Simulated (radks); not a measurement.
The numbers below are computed, except where a source is named.
All-electron atom: Ag V in [Kr] 4d7. Code: a radial shooting solver on a logarithmic mesh with Libxc functionals. Model: Dirac Kohn-Sham, PBEsol, spin-unpolarised, spherical densities, finite nucleus; open shells are shared between the two j in proportion to 2j + 1; Fermi nuclear charge, rms radius 4.5454 fm.

Spin-orbit splittings of the eigenvalues, e(l+1/2) - e(l-1/2), with zeta = 2 splitting/(2l+1) and mean radii in bohr:

shell  occ.  splitting (eV)  zeta (eV)  <r> j=l-1/2  <r> j=l+1/2
2p        6           175.2      116.8       0.1141       0.1192
3p        6           30.94      20.62       0.3601       0.3710
3d       10           6.236      2.494       0.3436       0.3471
4p        6           5.349      3.566       0.9578       0.9857
4d        7          0.7262     0.2905        1.192        1.203
5p        0          0.8389     0.5593        2.446        2.502
